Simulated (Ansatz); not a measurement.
Reaction (cleavage of the Al–B bond): `[BH2][AlH][SiH3]` + HBr → `[SiH3][AlH][Br]` + BH₃

Program: Ansatz. Geometries: PBE0-D4/def2-TZVP. ΔE: electronic, gas phase. CCSD(T)/CBS adds triple-zeta CCSD(T) − MP2 to the extrapolated MP2 energy (def2 sets, frozen cores). This one scheme is used for every species. Functionals use def2-TZVPP. For Br outer-core shells are correlated without core-valence functions, which leaves a few kJ/mol of doubt a bond. Scalar relativity is left out up to krypton.

| species | r2SCAN-D4 energy (Eh) |
| --- | --- |
| `[BH2][AlH][SiH3]` | -560.25190 |
| HBr | -2574.74147 |
| `[SiH3][AlH][Br]` | -3108.47928 |
| BH₃ | -26.58650 |

Task: Work out ΔE.

Result: ΔE = (-3108.47928) + (-26.58650) − (-560.25190) − (-2574.74147) = -0.07241 Eh = -190.1 kJ/mol. CCSD(T)/CBS gives -195.1 kJ/mol.

Largest T1 diagnostic among the species: 0.013.

Leaving LDA and LC-ωPBE aside and taking each functional with its dispersion term where it has one, the values, not all of them listed here, spread over 27.6 kJ/mol, from BHLYP-D4 to revPBE-D4. LDA lies +5.0 kJ/mol from PBE without D4. From r2SCAN to r2SCAN0 (25 % exact exchange), in def2-TZVPP and without D4, ΔE moves by −5.3 kJ/mol.
